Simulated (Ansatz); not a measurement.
Consider the redistribution: `[OH][Al]([SH])[SH]` + `[F][Ge][SH]` → `[F][Al]([SH])[SH]` + `[OH][Ge][SH]`.

Isolated molecules relaxed with PBE0-D4/def2-TZVP in Ansatz; ΔE leaves out vibrations. CBS: MP2 limit from def2 TZ/QZ plus the TZ coupled-cluster correction, frozen cores. DFT in def2-TZVPP. For Ge outer-core shells are correlated without core-valence functions, which leaves a few kJ/mol of doubt a bond. Scalar relativity is left out up to krypton. Each species was taken in one conformer, which may not be the lowest.

`[OH][Al]([SH])[SH]`:

Cartesian coordinates in Å:
```
O -1.151 0.319 -1.676
Al -0.254 0.018 -0.282
S -1.153 -1.362 1.136
S 1.678 0.988 0.011
H -0.889 0.900 -2.387
H -0.125 -1.267 1.996
H 1.893 0.404 1.202
```

`[F][Ge][SH]`:

Z-matrix (Å, degrees):
```
Ge
F 1 1.757
S 1 2.235 2 95.2
H 3 1.345 1 92.2 2 -180.0
```

`[F][Al]([SH])[SH]`:

```xyz
6

F     0.898   -1.262   -0.687
Al    0.025   -0.036   -0.019
S    -0.044    1.883   -1.019
S    -1.030   -0.374    1.840
H     0.743    1.434   -2.013
H    -0.593   -1.645    1.898
```

`[OH][Ge][SH]`:

Cartesian coordinates in Å:
```
O -1.714 -0.096 -0.182
Ge -0.227 0.436 -1.010
S 1.249 -0.143 0.601
H -1.618 -0.483 0.692
H 2.310 0.287 -0.100
```

| level | ΔE (kJ/mol) |
| --- | --- |
| B97M-V | -19.9 |
| CAM-B3LYP-D4 | -18.6 |
| PBE0 | -20.8 |
| HF/def2-TZVPP | -19.3 |

What does CCSD(T)/CBS give? (An estimate is asked.)

Ansatz gave: -23.6 kJ/mol. The listed levels differ from it by 3.7, 5.0, 2.8, 4.3 kJ/mol.

What do rigid-rotor, harmonic-oscillator terms from PBE0-D4/def2-TZVP frequencies (298.15 K, 1 bar) make of the CCSD(T)/CBS value? (Estimate.)

The calculation gave: ΔZPE = +1.4 kJ/mol, ΔH = -22.9 kJ/mol, ΔS = -11 J/(mol·K), ΔG = -19.5 kJ/mol.

Largest T1 diagnostic among the species: 0.015.

In def2-TZVPP, CCSD(T) changes the Hartree–Fock value by −4.5 kJ/mol (the triples alone add −0.3 kJ/mol) and MP2 by −6.3 kJ/mol. Leaving LDA and LC-ωPBE aside and taking each functional with its dispersion term where it has one, the values, not all of them listed here, spread over 4.9 kJ/mol, from PBE-QIDH to BLYP-D4.
